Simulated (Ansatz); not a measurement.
`N#CBCl` + CH₃OH → `COBCl` + `C#N` at 700 K and 1 bar (ligand exchange at a B–C bond).

Gas-phase electronic energies from Ansatz, PBE0-D4/def2-TZVP geometries. CCSD(T)/CBS adds triple-zeta CCSD(T) − MP2 to the extrapolated MP2 energy (def2 sets, frozen cores). This one scheme is used for every species. One conformer a species, not always the lowest.

```
 species  CCSD(T)/CBS energy (Eh)  H − E (kJ/mol)  S (J/(mol·K))
`N#CBCl`               -577.94276           101.9          350.1
   CH₃OH               -115.61712           170.8          288.5
 `COBCl`               -600.27977           205.1          384.0
   `C#N`                -93.32098            68.7          235.2
```

H − E and S are ideal-gas, rigid-rotor, harmonic terms from PBE0-D4/def2-TZVP, for one conformer and one mirror image of each species. 1 Eh = 2625.50 kJ/mol, R = 8.31446 J/(mol·K).

**Question.** By hand: ΔE, ΔH, ΔS and ΔG.

**Answer.** ΔE = (-600.27977) + (-93.32098) − (-577.94276) − (-115.61712) = -0.04087 Eh = -107.3 kJ/mol. Δ(H − E) = 205.1 + 68.7 − 101.9 − 170.8 = 1.1, so ΔH = -106.2 kJ/mol. ΔS = 384.0 + 235.2 − 350.1 − 288.5 = -19.4 J/(mol·K). ΔG = -106.2 − 700 × (-19.4)/1000 = -92.6 kJ/mol.

**Question.** By hand: the equilibrium constant, and the temperature at which ΔG would vanish if ΔH and ΔS stayed fixed.

**Answer.** log₁₀ K = −ΔG/(RT ln 10) = 6.9. ΔG = 0 at ΔH/ΔS = 5474 K, far beyond where these terms or the molecules hold.

ΔH outweighs TΔS. A doubt of 5 kJ/mol in ΔE shifts log₁₀ K by 0.4 here. Other conformers and mirror images would add mixing entropy, several J/(mol·K) or more a flexible species. These are equilibria of isolated gas molecules and say nothing of rates. Largest T1 diagnostic: 0.014 (customary marks: 0.02 for closed shells, 0.045 for open ones).
